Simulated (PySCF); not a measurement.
C6H6BF.
Numbering: `[F:1][C:2]1=[CH:3][CH:4]=[CH:5][CH:6]=[CH:7][BH:8]1` (hydrogens: H9 on C3; H10 on C4; H11 on C5; H12 on C6; H13 on C7; H14 on B8)

The closed-shell ground state was solved at several levels (PySCF, density fitting, gas phase, non-relativistic). Geometry: GFN2-xTB; no solvent, vibrations or thermal averaging.

```json
{"level": "B3LYP/pcJ-1", "basis functions": "276", "total energy (Eh)": "-356.9300", "HOMO (eV)": "-6.96", "LUMO (eV)": "-2.20", "gap (eV)": "4.76", "dipole (D)": "3.23"}
{"level": "PBE0/pcSseg-1", "basis functions": "166", "total energy (Eh)": "-356.4576", "HOMO (eV)": "-7.18", "LUMO (eV)": "-2.07", "gap (eV)": "5.11", "dipole (D)": "3.20"}
```

**Question.** What might B3LYP/def2-SVPD (211 basis functions) give for the same quantities?

**Answer.** Total energy -356.6736 Eh, HOMO -7.01 eV, LUMO -2.28 eV, gap 4.73 eV, dipole 3.24 D.

**Question.** Over all these levels, which gives the widest orbital gap and which the narrowest?

**Answer.** PBE0/pcSseg-1 (global hybrid, 25 % exact exchange) has the widest, 5.11 eV, and B3LYP/def2-SVPD (global hybrid, 20 % exact exchange) the narrowest, 4.73 eV. Functional and basis both differ between the two, so the spread mixes both effects.

**Question.** How far do the dipole and the HOMO energy spread over the levels?

**Answer.** The dipole runs from 3.20 to 3.24 D (mean 3.22 D) and the HOMO from -7.18 to -6.96 eV.
